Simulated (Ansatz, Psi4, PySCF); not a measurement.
cyanoethylene (C3H3N), singlet, geometry from GFN2-xTB. Base run: HF/6-31G** (PySCF).

Input for PySCF:
```python
from pyscf import gto, scf

mol = gto.Mole()
mol.atom = '''
    C    -0.18079014   -1.61580414    0.00036893
    C     0.56661727   -0.51823197   -0.00249564
    C     0.00984574    0.77832356    0.00014554
    H    -1.25731398   -1.56538366    0.00488629
    H     0.26122400   -2.59764951   -0.00171648
    H     1.64864793   -0.55402136   -0.00703253
    N    -0.43237074    1.83590426    0.00224997
'''
mol.basis = '6-31g**'
mol.verbose = 4
mol.build()

mf = scf.RHF(mol)
mf.kernel()
```

The same geometry, method and basis name were run in Ansatz (an electronic-structure program) and Psi4 and PySCF, at each program's defaults and at the settings that a row names. The base is PySCF at its defaults. Differences at the defaults can come from grids, fitting, cores and function types together.

```json
[
 {"code and settings": "PySCF, defaults (exact integrals, spherical functions)", "ΔE vs base (µEh)": "0.0", "basis functions": "71", "E (Eh)": "-169.77163", "SCF cycles": "12", "dipole (D)": "4.27"},
 {"code and settings": "Psi4, defaults (density fitting with its default set, Cartesian functions)", "ΔE vs base (µEh)": "-289", "basis functions": "75", "E (Eh)": "-169.77192", "SCF cycles": "10", "dipole (D)": "4.27"},
 {"code and settings": "Ansatz, defaults (factorised integrals, Cartesian functions)", "ΔE vs base (µEh)": "-573", "basis functions": "75", "E (Eh)": "-169.77221", "SCF cycles": "-", "dipole (D)": "-"},
 {"code and settings": "PySCF, density fitting with def2-universal-jkfit", "ΔE vs base (µEh)": "78.1", "basis functions": "71", "E (Eh)": "-169.77156", "SCF cycles": "12", "dipole (D)": "4.27"},
 {"code and settings": "Psi4, exact integrals, spherical functions", "ΔE vs base (µEh)": "0.0", "basis functions": "71", "E (Eh)": "-169.77163", "SCF cycles": "13", "dipole (D)": "4.27"},
 {"code and settings": "Ansatz, high accuracy, Cartesian functions as the basis file defines them", "ΔE vs base (µEh)": "-579", "basis functions": "75", "E (Eh)": "-169.77221", "SCF cycles": "-", "dipole (D)": "-"}
]
```
